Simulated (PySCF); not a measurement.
From one molecule to another.

First species: C7H15FSi.
SMILES: `CC/C(=C/C[SiH3])CCF`

Second species: C6H14N2Si.
SMILES with atom numbers: `[CH:1]#[C:2][CH2:3][N:4]([CH3:5])[SiH2:6][N:7]([CH3:8])[CH3:9]` (hydrogens: H10 on C1; H11, H12 on C3; H13, H14, H15 on C5; H16, H17 on Si6; H18, H19, H20 on C8; H21, H22, H23 on C9)

Levels: PBE0/pcSseg-1 for dipole moment, HOMO energy, LUMO energy and HOMO–LUMO gap; GFN2-xTB for rotational constant A and rotational constant C. Geometries: GFN2-xTB. All species are isolated and taken at one optimised geometry, non-relativistic unless stated. Electronic properties by PySCF.

The conformers computed, where there is a choice (atom-mapped SMILES and torsion angles):
- `[CH3:1][CH2:2]/[C:3](=[CH:4]/[CH2:5][SiH3:6])[CH2:7][CH2:8][F:9]`: C1–C2–C3–C4 97°, C3–C4–C5–Si6 -110°, C2–C3–C7–C8 -94°, C3–C7–C8–F9 179°
- `[CH:1]#[C:2][CH2:3][N:4]([CH3:5])[SiH2:6][N:7]([CH3:8])[CH3:9]`: C2–C3–N4–C5 -68°, C3–N4–Si6–N7 161°, N4–Si6–N7–C8 161°

(1) Which of the two has the higher rotational constant C, and by how much?

(2) Which of the two has the higher LUMO energy, and by how much?

(3) Which has the higher rotational constant A?

(4) Which has the higher dipole moment?

(5) Which has the higher HOMO–LUMO gap?

(6) Which has the higher HOMO energy?

## Answers

(1) The second: 0.654 GHz against 0.548 GHz, a difference of 0.106 GHz.

(2) The second: 0.94 eV against 0.20 eV, a difference of 0.74 eV.

(3) The second: 3.044 GHz against 1.243 GHz, a difference of 1.801 GHz.

(4) The first: 1.90 D against 0.91 D, a difference of 0.99 D.

(5) The second: 7.27 eV against 6.99 eV, a difference of 0.28 eV.

(6) The second: -6.33 eV against -6.79 eV, a difference of 0.46 eV.

On the first: The dipole matches unit charges of opposite sign 0.40 Å apart (1 e·Å = 4.8032 D).

On the second: In atomic units the dipole is 0.36 e·bohr (1 au = 2.5417 D).
